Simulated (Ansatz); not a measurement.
Ansatz (a program for electronic structure) input (CCSD(T)/6-31G):

Ansatz 0.2 input:
```yaml
crystal:
  periodic: [false, false, false]
  atoms:
    - {symbol: Si, position_ang: [-2.06583540, -0.68172785, 0.00601478]}
    - {symbol: O, position_ang: [-0.70692358, -0.69695860, 0.89774107]}
    - {symbol: Si, position_ang: [0.92848656, -0.25068232, 0.73511017]}
    - {symbol: Cl, position_ang: [0.60186724, 1.97329367, 0.48794095]}
    - {symbol: Cl, position_ang: [1.11718212, -0.75464397, -1.47500669]}
    - {symbol: H, position_ang: [-2.15864739, 0.43859473, -0.95895122]}
    - {symbol: H, position_ang: [-2.25120440, -1.95306294, -0.74566223]}
    - {symbol: H, position_ang: [-3.23571526, -0.57316550, 0.92705305]}
basis:
  gaussian:
    orbitals: 6-31G
total_charge: -1
magnetization: {spin_polarized: false}
correlation: {method: ccsd_t, electrons: outside_noble_gas}
```

End of the output:

```
mean field -42816.33194703 eV, -1573.4711771011 hartree, gradient 4.8e-6 eV, S^2 0.000000; 0 other end points of the search recorded, 0 dependent functions left out
21 core orbitals not correlated
reference -42816.33194703 eV, -1573.4711771011 hartree; 16, 16 occupied and 30, 30 virtual orbitals, 731 factors
second order -8.18907203 eV of doubles, -0.00000000 eV of singles
coupled cluster: 0.21 GiB planned
cycle   1  -8.64066770 eV  change   -4.5e-1 eV  update   1.0e-1
cycle   2  -9.02020391 eV  change   -3.8e-1 eV  update   3.2e-2
cycle   3  -9.11342295 eV  change   -9.3e-2 eV  update   1.5e-2
cycle   4  -9.11455818 eV  change   -1.1e-3 eV  update   3.1e-3
cycle   5  -9.11347588 eV  change    1.1e-3 eV  update   1.1e-3
cycle   6  -9.11347609 eV  change   -2.0e-7 eV  update   3.6e-4
cycle   7  -9.11331445 eV  change    1.6e-4 eV  update   1.0e-4
cycle   8  -9.11331548 eV  change   -1.0e-6 eV  update   3.3e-5
perturbative correction -0.18908122 eV, -0.0069486068 hartree
Total energy: -42825.63434373 eV, -1573.8130338745 hartree
```

It need not be the lowest isomer of its formula. Whether it binds its extra electron was not tested at this geometry.
